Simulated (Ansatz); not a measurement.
Reaction (ligand exchange at the Si–C bond): `C[SiH2]C[SiH2]Cl` + `FCS` → `FCS[SiH2]Cl` + `C[SiH2]C`

Gas-phase electronic energies from Ansatz, PBE0-D4/def2-TZVP geometries. CBS: MP2 limit from def2 TZ/QZ plus the TZ coupled-cluster correction, frozen cores. Functionals use def2-TZVPP. B3LYP here is the variant with VWN-RPA as its local correlation; programs differ in this. One conformer a species, not always the lowest.

```
         level  ΔE (kcal/mol)
        PBE-D4          -12.0
       PBE0-D4          -11.6
      B3LYP-D4          -11.6
          PBE0          -11.5
         B3LYP          -11.4
MP2/def2-QZVPP          -11.4
  HF/CBS(def2)          -10.5
CCSD/CBS(def2)          -10.7
```

(1) What does CCSD(T)/CBS give? (Estimate.)

Largest T1 diagnostic among the species: 0.011.

Results:

(1) Ansatz gave: -11.0 kcal/mol. The listed levels differ from it by -1.0, -0.6, -0.6, -0.5, -0.4, -0.4, 0.5, 0.3 kcal/mol.
